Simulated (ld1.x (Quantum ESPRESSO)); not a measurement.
**Debugging a pseudopotential input (sulfur, ld1.x (Quantum ESPRESSO) 7.5)**

Command:

```bash
ld1.x < S.in > S.out
```

Input:

```
&input
   title='S', zed=16., rel=0, dft='REVPBE', iswitch=3,
   config='[Ne] 3s2 3p4 3d-2',
   nld=3, rlderiv=1.50, eminld=-3.0, emaxld=5.0, deld=0.02
 /
 &inputp
   pseudotype=2, tm=.true., lloc=0,
   nlcc=.true.,
   file_wfcaegen='ae.wfc', file_wfcncgen='nc.wfc', file_beta='beta', file_chi='chi'
 /
3
3P  2  1   4.00   0.00  1.10  1.10  0.0
3D  3  2  -2.00   0.30  1.25  1.25  0.0
3S  1  0   2.00   0.00  1.35  1.35  0.0
 &test
   configts(1)='3s2 3p4'
 /
```

This is an input that runs to its end, with one change: file_pseudopw left out.

**Question.** How does the run end?

**Answer.** The program runs through. The occupied levels of the test differ from the all-electron ones by at most 0.00000 Ry (unchanged input: 0.00000 Ry). No file is written.

```

     Etot =    -796.034084 Ry,    -398.017042 Ha,  -10830.595460 eV
     Etotps =   -23.109095 Ry,     -11.554548 Ha,    -314.415257 eV

     Ekin =       7.565822 Ry,       3.782911 Ha,     102.938258 eV
     Encl =     -38.718400 Ry,     -19.359200 Ha,    -526.790667 eV
     Ehrt =      16.769008 Ry,       8.384504 Ha,     228.153977 eV
     Ecxc =      -7.437931 Ry,      -3.718966 Ha,    -101.198210 eV
     (Ecc =      -2.898456 Ry,      -1.449228 Ha,     -39.435501 eV)
     Epseu=      -1.287594 Ry,      -0.643797 Ha,     -17.518615 eV

     ---------------------- End of pseudopotential test ----------------------
```
